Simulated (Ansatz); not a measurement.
`BC1C=CN1` + `OC[AsH2]` → `B[AsH]CO` + `C1=CNC1`  (ligand exchange at a B–C bond)

Isolated molecules relaxed with PBE0-D4/def2-TZVP in Ansatz; ΔE leaves out vibrations. CCSD(T)/CBS adds triple-zeta CCSD(T) − MP2 to the extrapolated MP2 energy (def2 sets, frozen cores). For As outer-core shells are correlated without core-valence functions, which leaves a few kJ/mol of doubt a bond. Scalar relativity is left out up to krypton. Each species was taken in one conformer, which may not be the lowest.

```tsv
species	CCSD(T)/CBS(def2) energy (Eh)
`BC1C=CN1`	-197.17235
`OC[AsH2]`	-2351.21112
`B[AsH]CO`	-2376.59328
`C1=CNC1`	-171.78957
```

Work out ΔE.

ΔE = (-2376.59328) + (-171.78957) − (-197.17235) − (-2351.21112) = 0.00062 Eh = +1.6 kJ/mol.

Largest T1 diagnostic among the species: 0.015.

At CCSD(T), def2-SVP lies +10.5 kJ/mol from the extrapolated value and def2-TZVPP +0.9 kJ/mol. From PBE to PBE0 (25 % exact exchange), in def2-TZVPP and without D4, ΔE moves by −7.3 kJ/mol. In def2-TZVPP, CCSD(T) changes the Hartree–Fock value by +30.3 kJ/mol (the triples alone add +7.3 kJ/mol) and MP2 by +40.0 kJ/mol.
